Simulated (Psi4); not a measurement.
Input for Psi4:
```
memory 2 GB

molecule {
-1 1
Cl    0.00000000    0.00000000    0.00000000
}

set {
  basis 6-31g
}

energy('scf')
print_variables()
```

Give the number of basis functions at the level HF/6-31G (Psi4 1.11).

13

What total energy does HF/6-31G give?

-459.5246 Eh

A gas-phase anion may not be bound at this level; its values then depend on the basis.
